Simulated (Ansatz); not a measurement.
Molecule: CH₃Cd, charge 0, multiplicity 2. The spin state was set by rule; other spins were not relaxed. SMILES of the parent species: [CH3][Cd]
Geometry from a B3LYP-D3(BJ)/def2-TZVP (Ansatz, a first-principles code) optimisation:
```xyz
5

Cd    -0.2672    -0.1624    -0.2208
C      1.3565     0.8246     1.1208
H      1.8611     0.0049     1.6242
H      0.8183     1.4743     1.8051
H      2.0072     1.3699     0.4431
```
Charge 0, spin multiplicity 2.

Computed values are from Ansatz. Correlated levels leave the core frozen unless marked. Open shells are spin-unrestricted. No spin-orbit coupling. Frozen are the shells of the preceding noble gas and the d and f shells that filled before the atom's block. Past Kr the def2 sets carry scalar-relativistic core potentials. CBS(X,Y): correlation extrapolated as X^-3; Hartree-Fock from the larger set. The bracket is a focal-point correction in the basis named.

```
Item                                                                                            Value
---------------------  ------------------------------------------------------------------------------
atomisation energy De  1320.3 kJ/mol at RI-MP2/CBS(def2-TZVPPD,def2-QZVPPD)+[CCSD(T)-MP2]/def2-TZVPPD
total energy            -207.1760 Eh at RI-MP2/CBS(def2-TZVPPD,def2-QZVPPD)+[CCSD(T)-MP2]/def2-TZVPPD
dipole moment                                                             0.09 D at CCSD(T)/def2-SVPD
T1 diagnostic                                                               0.019 at CCSD/def2-TZVPPD
```
